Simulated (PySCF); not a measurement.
Ranking problems on computed properties.

Each SMILES stands for a single optimised conformer of the isolated species, non-relativistic unless stated. Electronic properties by PySCF.

The conformers computed, where there is a choice (atom-mapped SMILES and torsion angles):
- `[CH3:1][O:2][c:3]1[cH:4][n:5][n:6]([SiH3:7])[n:8]1`: C1–O2–C3–C4 180°
- `[CH2:1]=[CH:2][Ge@H:3]([NH2:4])[S:5][GeH3:6]`: C1–C2–Ge3–N4 113°, C2–Ge3–S5–Ge6 -73°, H–N4–Ge3–C2 180°, H–N4–Ge3–C2 -53°
- `[O:1]=[C:2]([CH:3]1[SiH2:4][CH2:5][SiH2:6]1)[C:7]([F:8])([F:9])[F:10]`: O1–C2–C3–Si4 63°, O1–C2–C7–F8 -120°
- `[CH3:1][C:2]#[C:3][Si@@:4]([F:5])([SiH3:6])[CH2:7][Cl:8]`: C3–Si4–C7–Cl8 -72°
- `[BH2:1][CH2:2][BH:3][NH2:4]`: B1–C2–B3–N4 94°, H–N4–B3–C2 180°, H–N4–B3–C2 0°

Question: Rank by electronic spatial extent ⟨r²⟩ about the centre of nuclear charge, lowest first (CAM-B3LYP/def2-SVPD at PBE0-D3(BJ)/def2-SVP geometries).
A. `O=C(C1[SiH2]C[SiH2]1)C(F)(F)F`
B. `C=[CH][Ge@H]([NH2])[S][GeH3]`
C. `COc1cnn([SiH3])n1`
D. `C[SiH3]`

Answer: D (181 bohr²), C (1311 bohr²), B (1782 bohr²), A (2022 bohr²).

Question: Rank by static isotropic polarisability, lowest first (CAM-B3LYP/def2-SVPD at PBE0-D3(BJ)/def2-SVP geometries).
A. `BCBN` (CH7B2N)
B. `O=C(C1[SiH2]C[SiH2]1)C(F)(F)F` (C4H7F3OSi2)
C. `C[SiH3]` (CH6Si)
D. `COc1cnn([SiH3])n1` (C3H7N3OSi)
E. `CC#C[Si@@](F)([SiH3])CCl` (C4H8ClFSi2)

Answer: C (43.1 au), A (51.3 au), D (86.4 au), B (100.8 au), E (116.7 au).

Question: Rank by lowest triplet excitation (Tamm–Dancoff), highest first (TDA CAM-B3LYP/def2-SVPD at PBE0-D3(BJ)/def2-SVP geometries).
A. `O=C(C1[SiH2]C[SiH2]1)C(F)(F)F` (C4H7F3OSi2)
B. `BCBN` (CH7B2N)
C. `COc1cnn([SiH3])n1` (C3H7N3OSi)
D. `CC#C[Si@@](F)([SiH3])CCl` (C4H8ClFSi2)
E. `C[SiH3]` (CH6Si)

Answer: E (8.06 eV), B (5.11 eV), D (4.77 eV), C (4.34 eV), A (3.96 eV).

Question: Rank by lowest singlet excitation, lowest first (TDDFT CAM-B3LYP/def2-SVPD at PBE0-D3(BJ)/def2-SVP geometries).
A. `CC#C[Si@@](F)([SiH3])CCl` (C4H8ClFSi2)
B. `BCBN` (CH7B2N)
C. `COc1cnn([SiH3])n1` (C3H7N3OSi)
D. `C1[SiH2]C([SiH2]1)C(C(F)(F)F)=O` (C4H7F3OSi2)
E. `C[SiH3]` (CH6Si)

Answer: D (4.51 eV), A (5.54 eV), B (5.76 eV), C (5.91 eV), E (8.56 eV).

Question: Rank by HOMO energy, highest first (CAM-B3LYP/def2-SVPD at PBE0-D3(BJ)/def2-SVP geometries).
A. `C[SiH3]`
B. `O=C(C1[SiH2]C[SiH2]1)C(F)(F)F`
C. `C=[CH][Ge@H]([NH2])[S][GeH3]`
D. `COc1cnn([SiH3])n1`
E. `C(Cl)[Si@@]([SiH3])(F)C#CC`

Answer: D (-8.25 eV), C (-8.35 eV), E (-8.99 eV), B (-9.66 eV), A (-10.64 eV).

Give the two extremes of that set in hartree.

`C[SiH3]`: -0.391 Eh; `COc1cnn([SiH3])n1`: -0.303 Eh.

Question: Rank by HOMO–LUMO gap, lowest first (CAM-B3LYP/def2-SVPD at PBE0-D3(BJ)/def2-SVP geometries).
A. `C1[SiH2]C([SiH2]1)C(C(F)(F)F)=O` (C4H7F3OSi2)
B. `C=[CH][Ge@H]([NH2])[S][GeH3]` (C2H9Ge2NS)
C. `C[SiH3]` (CH6Si)
D. `c1(cnn([SiH3])n1)OC` (C3H7N3OSi)
E. `BCBN` (CH7B2N)

Answer: B (8.73 eV), D (9.01 eV), A (9.26 eV), E (9.63 eV), C (11.76 eV).
